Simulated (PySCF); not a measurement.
Species: H9O2PSi3.
Cartesian coordinates in Å at the PBE0-D3(BJ)/def2-SVP level; atoms count from 1:
```
atom  x, y, z in Å
Si1   -2.249    0.337    0.642
O2    -1.669   -0.071   -0.856
Si3   -0.596   -0.800   -1.867
O4     0.817   -1.134   -1.073
Si5    1.788   -0.635    0.177
P6     1.379    1.556    0.586
H7    -2.390    1.816    0.740
H8    -3.583   -0.306    0.831
H9    -1.320   -0.153    1.705
H10   -1.153   -2.089   -2.353
H11   -0.316    0.132   -2.992
H12    3.204   -0.913   -0.199
H13    1.455   -1.385    1.425
H14    2.356    1.624    1.627
H15    2.272    2.028   -0.424
```

All values: B3LYP/def2-SVPD (PySCF, non-relativistic), on one gas-phase PBE0-D3(BJ)/def2-SVP geometry that isn't relaxed in the solvent. The solvent is an IEF-PCM continuum (cavity from Bondi-type radii × 1.2), and excitations are vertical TDDFT with non-equilibrium linear response and a frozen core. Only the electrostatic response of the medium enters.

Gas-phase singlets (H = HOMO, L = LUMO):

```
state  E (eV)  λ (nm)      f  leading configuration
   S1   6.044     205  0.016                H→L 76%
   S2   6.370     195  0.029              H→L+1 64%
   S3   6.537     190  0.011              H→L+2 62%
   S4   6.744     184  0.001              H→L+3 67%
   S5   6.844     181  0.005              H-1→L 93%
```

Task: What are the lowest 5 singlets in methanol (ε = 32.61)?

Result: 
```
state  E (eV)  λ (nm)      f  leading configuration  change by rank (eV)
   S1   6.062     205  0.031                H→L 79%               +0.018
   S2   6.404     194  0.041              H→L+1 45%               +0.034
   S3   6.519     190  0.011              H→L+2 47%               -0.018
   S4   6.760     183  0.006              H→L+4 73%               +0.016
   S5   6.824     182  0.274              H→L+3 74%               -0.020
```

Task: What are the lowest 5 singlets in dimethylsulfoxide (ε = 46.83)?

Result: 
| state | E (eV) | λ (nm) | f | leading configuration | change by rank (eV) |
| --- | --- | --- | --- | --- | --- |
| S1 | 6.057 | 205 | 0.036 | H→L 79% | +0.013 |
| S2 | 6.399 | 194 | 0.045 | H→L+1 45% | +0.029 |
| S3 | 6.514 | 190 | 0.013 | H→L+2 46% | -0.023 |
| S4 | 6.757 | 183 | 0.007 | H→L+4 73% | +0.013 |
| S5 | 6.795 | 182 | 0.317 | H→L+3 78% | -0.049 |

Task: How do the frontier levels move from gas to dimethylsulfoxide?

Result: 
```tsv
orbital	gas (eV)	solvent (eV)	change (eV)	Löwdin shares, gas	Löwdin shares, solvent
LUMO+2	0.00	0.17	+0.17	P6 19 %, Si5 16 %, Si1 11 %, H15 8 %	P6 26 %, Si5 16 %, H15 14 %, Si1 10 %
LUMO+1	-0.10	0.04	+0.14	P6 18 %, Si5 15 %, H15 11 %, Si1 10 %	Si5 14 %, Si1 13 %, Si3 12 %, O4 10 %
LUMO	-0.43	-0.29	+0.14	P6 18 %, Si5 16 %, Si3 12 %, Si1 10 %	P6 16 %, Si5 15 %, Si1 13 %, Si3 12 %
HOMO	-7.39	-7.23	+0.16	P6 60 %, Si5 15 %, H15 6 %, H14 6 %	P6 60 %, Si5 15 %, H15 6 %, H14 6 %
HOMO-1	-8.21	-8.11	+0.10	O2 17 %, O4 16 %, Si3 14 %, H11 11 %	O4 17 %, O2 14 %, Si3 13 %, H11 10 %
HOMO-2	-8.68	-8.57	+0.11	O2 18 %, Si1 17 %, P6 14 %, H8 13 %	O2 18 %, Si1 15 %, P6 15 %, H8 12 %
HOMO-3	-8.68	-8.60	+0.08	O2 23 %, O4 15 %, Si1 14 %, Si5 12 %	O2 24 %, O4 16 %, Si1 15 %, H9 12 %
```

The HOMO–LUMO gap goes from 6.95 to 6.94 eV. Rows go by rank; for HOMO-3, HOMO-2, LUMO, LUMO+1 and LUMO+2 the atom shares or the degeneracy differ between the runs, so the row needn't follow one orbital. Shares within a degenerate set are those of one arbitrary member.
